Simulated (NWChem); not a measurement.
**Polarisability of H3B**

```
B
H 1 1.2044
H 1 1.2044 2 120.00
H 1 1.2044 2 120.00 3 180.00
```
Charge 0, spin multiplicity 1.

Everything below was run with NWChem. The geometry was optimised at B3LYP/def2-SVP, a minimum by its harmonic frequencies.

Basis set: 6-31G*. Static limit. This basis has no diffuse functions, which lowers polarisabilities.

The correlated methods keep 1 core orbital frozen. B3LYP has NWChem's definition, with VWN1-RPA local correlation. The Pople sets run with spherical d functions. The structure started from a generated list of species. Coupled-cluster values serve here as a point of comparison, not as the truth.

```json
[
 {"method": "HF", "isotropic polarisability (bohr³)": "___"},
 {"method": "PBE", "isotropic polarisability (bohr³)": "___"},
 {"method": "B3LYP", "isotropic polarisability (bohr³)": "___"},
 {"method": "PBE0", "isotropic polarisability (bohr³)": "13.48"},
 {"method": "CCSD linear response", "isotropic polarisability (bohr³)": "13.12"}
]
```

Question: Some entries are withheld; supply them.

Answer: 
- HF, isotropic polarisability (bohr³): 13.02
- PBE, isotropic polarisability (bohr³): 13.62
- B3LYP, isotropic polarisability (bohr³): 13.31
